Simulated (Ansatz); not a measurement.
Basis sets compared for the cluster Ge₃F₃⁻ (the lowest singlet isomer of a short search). Charge -1, multiplicity 1. Geometry r2SCAN-D4/def2-SVPD. Ansatz on 4 threads of Arm Neoverse V1 on a shared host; times are rough, and most runs start from earlier orbitals.

Cartesian coordinates in Å:
```
Ge -0.323 0.580 0.858
Ge -0.974 1.151 -1.418
Ge 0.370 -1.684 0.240
F -2.299 -0.113 -1.537
F 2.159 -1.628 0.600
F 1.068 1.695 1.257
```

The restricted singlet is unstable towards broken spin symmetry in Hartree–Fock (as tested in another run); at PBE-D4/def2-SVPD, PBE0-D4/def2-SVPD, PBE0-D4/def2-TZVPD this wasn't settled. The structure comes from a short search, and lower isomers may exist.

| level | functions | energy (Eh) | HOMO (eV) | LUMO (eV) | wall time |
| --- | --- | --- | --- | --- | --- |
| PBE-D4/def2-SVPD | 183 | -6528.5502 | -0.63 | 0.96 | 2.5 s |
| PBE0-D4/def2-SVPD | 183 | -6528.6768 | -1.53 | 1.51 | 4.7 s |

(1) Estimate the rows for PBE-D4/def2-TZVPD, PBE0-D4/def2-TZVPD (with forces).

Results:

(1) 
```csv
level,functions,energy (Eh),HOMO (eV),LUMO (eV),wall time
PBE-D4/def2-TZVPD,282,-6529.6803,-0.61,0.96,4.3 s
PBE0-D4/def2-TZVPD (with forces),282,-6529.8073,-1.50,1.52,14 s
```
